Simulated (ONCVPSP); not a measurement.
## Which change was made? (Ag, ONCV)

Ag (Z = 47), optimised norm-conserving Vanderbilt (ONCV), made with ONCVPSP 4.0.1 (PBEsol, scalar-relativistic). Core [Ar] 3d10, reference 4s2 4p6 4d10 5s0.5 (charge +0.5). Waves: 4s+5s: rc 1.45 bohr, ncon 4, nbas 7, qcut 9.4 1/bohr, 3 projectors, debl 2.2 Ha; 4p: rc 1.15 bohr, ncon 4, nbas 8, qcut 7.4 1/bohr, 2 projectors, debl 3.1 Ha; 4d: rc 1.50 bohr, ncon 5, nbas 10, qcut 11.2 1/bohr, 2 projectors, debl 3 Ha. Local part: polynomial inside 0.80 bohr (lpopt 4, dvloc0 4 Ha). Core correction: polynomial model core, fcfact 0.6.

Cutoffs, loose and tight: the cutoffs (Ha) at which the residual kinetic energy of the hardest occupied pseudo-wave falls to 1 and 0.1 mHa per electron. They do not see the model core or the augmentation charge, which bear on the density cutoff. Test errors are all-electron minus pseudo excitation energies from the reference, over the configurations 4s2 4p6 4d10 5s1; 4s2 4p6 4d10 5s0; 4s2 4p6 4d9 5s0; 4s1 4p6 4d10 5s1; variants that change the core or the reference have their own tests.

The base gives: outcome: generated; cutoff, loose: 79 Ha; cutoff, tight: 151 Ha; bound ghosts: none; GHOST(+) flags above zero: s; largest test error (meV): -151.

Task: After one change the result is: outcome: generated; cutoff, loose: 81 Ha; cutoff, tight: 151 Ha; bound ghosts: none; GHOST(+) flags above zero: s; largest test error (meV): -67. Which change was it?
A. d: qcut 6.9
B. all radii but the core radius scaled by about 1.09 (s 1.58, p 1.26, d 1.64 bohr); local potential polynomial inside 0.88 bohr (lpopt 4, dvloc0 4 Ha)
C. non-relativistic

Result: C. The others give: all radii but the core radius scaled by about 1.09 (s 1.58, p 1.26, d 1.64 bohr); local potential polynomial inside 0.88 bohr (lpopt 4, dvloc0 4 Ha) → outcome: generated; cutoff, loose: 34 Ha; cutoff, tight: 115 Ha; bound ghosts: none; GHOST(+) flags above zero: s; largest test error (meV): -228 | d: qcut 6.9 → outcome: generated; cutoff, loose: 79 Ha; cutoff, tight: 154 Ha; bound ghosts: none; GHOST(+) flags above zero: s; largest test error (meV): -199.
